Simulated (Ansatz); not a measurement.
Program: Ansatz. Geometries: PBE0-D4/def2-TZVP. ΔE: electronic, gas phase. CCSD(T)/CBS is the MP2 limit (def2-TZVPP, def2-QZVPP) plus CCSD(T) − MP2 in def2-TZVPP, frozen cores. This one scheme is used for every species. Functionals use def2-TZVPP. B3LYP here is the variant with VWN-RPA as its local correlation; programs differ in this. For Ge outer-core shells are correlated without core-valence functions, which leaves a few kJ/mol of doubt a bond. Scalar relativity is left out up to krypton. One conformer a species, not always the lowest.

`N[SiH2][SiH2]N` + `[OH][GeH3]` → `N[SiH2][O][GeH3]` + `N[SiH3]`  (cleavage of the Si–Si bond)

```csv
level,ΔE (kcal/mol),difference from CCSD(T)/CBS
PBE-D4,-25.4,6.7
r2SCAN-D4,-30.5,1.6
PBE0-D4,-27.5,4.6
B3LYP-D4,-31.3,0.8
ωB97X-V,-31.0,1.1
ωB97M-V,-32.4,-0.3
B2PLYP,-33.2,-1.1
PBE,-25.9,6.2
r2SCAN,-30.7,1.4
PBE0,-28.0,4.1
B3LYP,-32.1,0.0
HF/def2-TZVPP,-38.7,-6.6
MP2/def2-TZVPP,-33.9,-1.8
SCS-MP2/def2-TZVPP,-34.8,-2.7
CCSD/def2-TZVPP,-33.1,-1.0
CCSD(T)/def2-TZVPP,-32.3,-0.2
HF/def2-QZVPP,-39.3,-7.2
MP2/def2-QZVPP,-33.9,-1.8
SCS-MP2/def2-QZVPP,-34.8,-2.7
HF/CBS(def2),-39.4,-7.3
MP2/CBS(def2),-33.6,-1.5
CCSD/CBS(def2),-32.9,-0.8
CCSD(T)/CBS,-32.1,0
```

Largest T1 diagnostic among the species: 0.012.

The D4 term adds +0.8 kcal/mol with B3LYP and +0.5 kcal/mol with PBE0; it sums over pairs of atoms, weighted by their polarisabilities, and B3LYP, whose exchange is more repulsive, gets the larger term. In def2-TZVPP, CCSD(T) changes the Hartree–Fock value by +6.4 kcal/mol (the triples alone add +0.8 kcal/mol) and MP2 by +4.8 kcal/mol.
